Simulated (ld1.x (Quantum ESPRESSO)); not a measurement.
Transferability test, ultrasoft potential for phosphorus (P)

- Element: phosphorus (P)
- Generator: ld1.x (Quantum ESPRESSO) 7.5
- Type: ultrasoft
- Functional: PBEsol
- Relativity: scalar-relativistic
- Frozen core: [Ne]
- Valence charge: 5
- Reference configuration: 3s2 3p3
- Partial waves: 3s (bound): rcut 1.75, rcutus 1.90 bohr; 3s channel at 3.9 Ry: rcut 1.75, rcutus 1.90 bohr; 3p (bound): rcut 1.40, rcutus 1.75 bohr; 3p channel at 1.05 Ry: rcut 1.40, rcutus 1.75 bohr; 3d channel at 0.25 Ry: rcut 1.20, rcutus 1.60 bohr
- Local potential: all-electron potential smoothed inside 1.55 bohr (lloc = -1)
- Core correction: none
- Augmentation charge: built from norm-conserving waves at rcut, not smoothed further

Energies are relative to the spin-unpolarised reference configuration 3s2 3p3; without spin polarisation the order of configurations can differ from experiment. Not all tests gave a result: 3 of 7 tests not solved or not reliable. Left out of the table: 3s1 3p4 (pseudo-atom not self-consistent, printed error +4.9 meV); 3s1 3p3 (pseudo-atom not self-consistent, printed error +140 meV); 3s2 3p3.3 (pseudo-atom not self-consistent, printed error -4.7 meV).

```tsv
valence configuration	charge	ΔE all-electron (eV)	error AE − PS (meV)
3s2 3p2	+1	9.698	+103
3s2 3p0	+3	58.515	+2064
3s0 3p5	0	17.152	+2.9
```

(1) What are ΔE and the potential's error for 3s2 3p1?

A Bessel basis up to 400 Ry misses an occupied level by 0.62 Ry, so cutoffs and ghosts were not judged.

## Answers

(1) ΔE = 28.810 eV all-electron; the error (AE − PS) is +763 meV.
